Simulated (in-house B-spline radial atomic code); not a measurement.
**How G0W0 and RPA depend on the start: Al VII (Al6+)**

Configuration [He] 2s2 2p3, highest spin. Computed with a B-spline radial code for spherical atoms: all electrons, non-relativistic, point nucleus, each spin shell either full or empty, empty states to l = 9 with an (l + 1/2)⁻⁴ tail; G0W0 by contour deformation at full frequency.

```tsv
start	mean-field 2p up (eV)	G0W0 (eV)	QP weight	RPA correlation (Eh)
Hartree-Fock	-243.45	-242.52	0.984	-0.33735
LDA VWN5	-221.36	-241.71	0.964	-0.38727
PBE	-221.55	-241.57	0.965	-0.38692
PBE0	-227.25	-241.91	0.973	-0.37136
r2SCAN	-224.01	-241.75	0.969	-0.37835
HSE06	-226.75	?	?	?
B3LYP (VWN-RPA)	-226.23	?	?	?
SCAN	-224.17	-241.72	0.969	-0.3783
TPSS	-222.14	-241.61	0.967	-0.38291
BHandHLYP	-232.84	-242.13	0.978	-0.35866
CAM-B3LYP	-228.21	-241.94	0.974	-0.3689
LC-wPBE	-227.50	-241.99	0.973	-0.36966
wB97X	-228.71	-241.94	0.975	-0.36547
PBEsol	-221.29	-241.64	0.964	-0.38673
BLYP	-221.53	-241.52	0.964	-0.38712
r2SCAN0	-229.04	-242.00	0.975	-0.36602
LDA exchange-only	-219.74	-241.75	0.962	-0.38692
```

(1) What G0W0 level, weight and RPA correlation energy follow from the B3LYP (VWN-RPA) start?

(2) What G0W0 level, weight and RPA correlation energy follow from the HSE06 start?

(3) How much of the dependence on the start does G0W0 remove?

Answers

(1) G0W0 level -241.83 eV, weight 0.971, RPA correlation -0.37441 hartree.

(2) G0W0 level -241.89 eV, weight 0.972, RPA correlation -0.37251 hartree.

(3) The mean-field levels span 23.7 eV and the G0W0 levels 0.993 eV. Against 241.76 ± 0.09 eV (NIST, semi-empirical) the G0W0 removal energies are off by -0.24 to +0.76 eV, with relativity, Breit and QED terms left out.
